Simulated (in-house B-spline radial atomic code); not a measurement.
Mn. Computed with a B-spline radial atomic code. Model: non-relativistic spherical atom: semilocal Troullier-Martins pseudo-atom, one channel per l, against all electrons, high spin, G0W0 and RPA with empty states to l = 8, local potential for every l without a channel, a model core (radius 0 = none) keeps its share of the functional.

What the tables leave out is listed at the end.

The pseudopotential gives back the lowest level of each angular momentum of its own functional in the configuration it was made in; a second state of the same l is only approximately right. Exact exchange, RPA and GW see the smooth pseudo-orbitals and miss the exchange with the core, for which the functional's share stands in. The column with an uncorrelated core keeps all orbitals and exact exchange, and so separates missing core correlation from pseudisation. Only the three outermost levels and the lowest empty one were computed. RPA here is direct RPA, with no exchange kernel, and its energies carry an (l + 1/2)⁻⁴ tail. A hybrid on a potential with a model core restores only its own semilocal share of the core's exchange.

Command:
```bash
python run_psgw.py task.json out
```
Settings (lengths in bohr, energies in hartree):
```
Z                      25
electrons              25
configuration          [Ar] 3d5 4s2
generated_in           [Ar] 3d5 4s2
functional             pbe,pbe
core_shells            4
radius_factor          1.15
core_correction        True
ion_configuration      [Ar] 3d5 4s1
```

Run time, properties included: 27 s on 1 thread of Intel(R) Xeon(R) 6975P-C (Granite Rapids) (shared host).

Given: made with PBE; model core radius 0.443 bohr; local radius 1.174 bohr; mean-field start PBE.

Valence shells of the generating configuration: 3p, 3d, 4s.

Channel: s 2.9, p 0.87, d 2.618 (radii in bohr).

Computed: largest level miss in the spin-unpolarised generating configuration 0.001 eV; valence RPA correlation energy all-electron orbitals -0.78167 hartree; valence RPA correlation energy pseudo -0.85539 hartree; all-electron RPA polarisability, core included 54.219 bohr³; ionisation by mean-field all-electron 7.1607 eV; ionisation by RPA all-electron 7.779 eV; ionisation by RPA pseudo minus all 0.086 eV.

```json
{"level": "4s down", "occupied": "1", "mean-field all-electron (eV)": "-4.4174", "mean-field pseudo minus all (eV)": "0.069", "G0W0 all-electron (eV)": "-7.3192", "G0W0 uncorrelated core minus all (eV)": "-0.017", "G0W0 pseudo minus all (eV)": "-0.161", "exchange self-energy all-electron (eV)": "-8.5717", "exchange self-energy pseudo (eV)": "-8.1979"}
```

What is the ionisation by mean-field pseudo minus all?

-0.121 eV.

What is the pseudo-atom RPA polarisability?

55.188 bohr³.

Given: mean-field start PBE0.

Computed: valence RPA correlation energy all-electron orbitals -0.72843 hartree; valence RPA correlation energy pseudo -0.80824 hartree; all-electron RPA polarisability, core included 47.858 bohr³; pseudo-atom RPA polarisability 45.949 bohr³; ionisation by mean-field all-electron 7.024 eV; ionisation by mean-field pseudo minus all -0.07 eV.

```json
{"level": "4s down", "occupied": "1", "mean-field all-electron (eV)": "-5.0621", "mean-field pseudo minus all (eV)": "0.06", "G0W0 all-electron (eV)": "-7.373", "G0W0 uncorrelated core minus all (eV)": "-0.017", "G0W0 pseudo minus all (eV)": "-0.141", "exchange self-energy all-electron (eV)": "-8.4204", "exchange self-energy pseudo (eV)": "-8.2337"}
{"level": "4s up", "occupied": "1", "mean-field all-electron (eV)": "-6.0612", "mean-field pseudo minus all (eV)": "-0.384", "G0W0 all-electron (eV)": "-8.432", "G0W0 uncorrelated core minus all (eV)": "-0.026", "G0W0 pseudo minus all (eV)": "-0.978", "exchange self-energy all-electron (eV)": "-10.587", "exchange self-energy pseudo (eV)": "-12.294"}
```

What is the ionisation by RPA all-electron?

7.4966 eV.

What is the ionisation by RPA pseudo minus all?

0.043 eV.

Among the listed levels the largest G0W0 shift of the pseudo-atom is -0.98 eV, for 4s up on the PBE0 start, while leaving the core uncorrelated moves that level by -0.03 eV. So pseudisation and the lost core exchange, not the missing core correlation, make the error. Not in the tables (levels of low weight, unsolved or above zero; the highest and the empty levels are kept at any weight): on PBE the G0W0 levels 4s up (pseudo minus all -0.59 eV, weights 0.52 and 0.65), 3d up (pseudo minus all +0.96 eV, weights 0.44 and 0.07), 3d down (pseudo minus all +0.56 eV, weights 0.37 and 0.47); on PBE0 the G0W0 levels 3d up (pseudo minus all +0.87 eV, weights 0.66 and 0.54), 3d down (pseudo minus all +0.42 eV, weights 0.68 and 0.75); no Hartree-Fock pseudo-atom is run with a model core.
